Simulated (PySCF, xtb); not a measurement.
C4H8OS, SMILES CC(=O)[C@H](C)S. One conformer was computed; it need not be the lowest.

Harmonic wavenumbers (cm⁻¹) from GFN2-xTB (xtb) at its own minimum, in rising order: 52, 121, 152, 207, 228, 267, 290, 473, 491, 556, 675, 789, 835, 965, 981, 1026, 1059, 1116, 1190, 1209, 1278, 1366, 1406, 1446, 1459, 1486, 1493, 1766, 2412, 2970, 3018, 3025, 3034, 3037, 3043, 3058.

### Question
What does PySCF with B3LYP-D3(BJ)/def2-SVP give at its own minimum? (The exact figures need the calculation; the answer reports its results.)

### Answer
52, 105, 189, 235, 258, 272, 303, 481, 497, 578, 674, 775, 887, 932, 988, 1037, 1077, 1128, 1242, 1261, 1308, 1368, 1394, 1432, 1452, 1466, 1471, 1830, 2661, 3030, 3041, 3094, 3113, 3122, 3132, 3165. Paired by order, the mean absolute difference is 38 cm⁻¹ and the zero-point energies are 68.6 and 70.1 kcal/mol.
